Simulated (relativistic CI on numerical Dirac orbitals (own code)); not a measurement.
# Os3+: L2,3 absorption edge

Computed with this model: Dirac-Coulomb-Breit CI, separate exchange-only KLI orbitals for each configuration, a model potential for QED, valence Slater integrals scaled by 0.9, multiplet model of core-to-valence dipole absorption; configurations [Xe] 4f14 5d5 → [He] 2s2 2p5 3s2 3p6 3d10 4s2 4p6 4d10 4f14 5s2 5p6 5d6; 80 K; Lorentzian 5 eV and Gaussian 1 eV FWHM. Energies are those of the free ion, without screening or charge transfer. The branching ratio is the share of the lower-energy edge in the whole absorption, uncertain by about 0.02 where the edges overlap. S is read from ⟨S²⟩ = S(S + 1).

Field parameters in Wybourne normalisation: Td as Oh with Dq negative (B⁴₀ = 21Dq, B⁴₄ = √(5/14) B⁴₀). The field is a parameter set, without covalency.

free ion: ground-state S = 2.43, centroid 11190.48 eV, branching ratio 0.791. Peaks (eV, height): 10873.0 (100), 12388.0 (26).

Td, 10Dq = -14850 cm⁻¹: ground-state S = 2.25, centroid 11124.74 eV, branching ratio 0.834. Peaks (eV, height): 10873.0 (100), 12388.0 (20).

Td, 10Dq = -18800 cm⁻¹: ground-state S = 1.52, centroid 11047.80 eV, branching ratio 0.884. Peaks (eV, height): 10872.5 (100), 12388.0 (12).

The statistical ratio of this edge is 2/3 = 0.667. Values above it arise where the holes sit mainly in the j = l + 1/2 valence subshell or the ground state has high spin; values below it where core-valence Coulomb terms move weight to the upper edge, as in nearly empty shells. At deep edges of heavy elements the radial integrals of the two core levels differ, which raises the baseline.

Strongest unbroadened transitions for free ion:

| Energy (eV) | Relative strength |
| --- | --- |
| 10872.62 | 13.5 |
| 10872.78 | 100.0 |
| 10872.98 | 1.3 |
| 10873.16 | 6.2 |
| 10873.17 | 95.3 |
| 10873.19 | 12.2 |
| 10873.40 | 68.6 |
| 10873.52 | 11.8 |
| 10873.56 | 7.6 |
| 10873.76 | 1.5 |
| 10874.48 | 1.7 |
| 10875.17 | 1.3 |
| 12387.63 | 51.5 |
| 12388.18 | 9.5 |
| 12388.28 | 2.0 |
| 12388.36 | 9.6 |
| 12388.38 | 8.6 |
| 12388.66 | 2.1 |
